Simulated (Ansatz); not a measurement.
Results of the Gaussian-basis code of Ansatz.

C₂H₅AlBF (`C[B]1[AlH][CH]1F`) at its PBE0-D4/def2-TZVP geometry, where that method's forces vanish. The species carries charge 0 and has multiplicity 1.

| atom | x (Å) | y (Å) | z (Å) |
| --- | --- | --- | --- |
| C1 | -0.375 | 0.150 | 1.675 |
| B2 | 0.128 | 0.082 | 0.199 |
| Al3 | 1.563 | 0.358 | -1.136 |
| C4 | -0.470 | -0.343 | -1.064 |
| F5 | -1.725 | -0.821 | -1.260 |
| H6 | -1.409 | -0.190 | 1.768 |
| H7 | 0.241 | -0.469 | 2.333 |
| H8 | -0.321 | 1.169 | 2.067 |
| H9 | 2.377 | 0.412 | -2.500 |
| H10 | -0.010 | -0.349 | -2.084 |

Task: For each bond, give half the difference of the two atoms' forces along it (eV/Å; positive pushes the atoms apart) under PBE-D4, r2SCAN-D4, B3LYP-D4, ωB97M-V in def2-TZVPP. (Best estimate.)

Result: The calculation gave: 
| bond | length (Å) | PBE-D4 | r2SCAN-D4 | B3LYP-D4 | ωB97M-V |
| --- | --- | --- | --- | --- | --- |
| C1–B2 | 1.561 | -0.17 | -0.07 | 0.09 | 0.21 |
| C1–H6 | 1.093 | 0.14 | -0.01 | -0.03 | -0.08 |
| C1–H7 | 1.094 | 0.13 | 0.00 | -0.03 | -0.07 |
| C1–H8 | 1.093 | 0.13 | 0.00 | -0.03 | -0.07 |
| B2–Al3 | 1.979 | 0.09 | 0.05 | 0.07 | -0.04 |
| B2–C4 | 1.460 | 0.01 | -0.01 | -0.15 | -0.16 |
| Al3–C4 | 2.152 | -0.10 | -0.21 | -0.08 | -0.10 |
| Al3–H9 | 1.590 | 0.07 | -0.03 | -0.13 | -0.16 |
| C4–F5 | 1.357 | 0.53 | 0.39 | 0.41 | 0.29 |
| C4–H10 | 1.119 | 0.08 | -0.08 | -0.17 | -0.12 |

B3LYP here is the variant with VWN-RPA as its local correlation; programs differ in this.
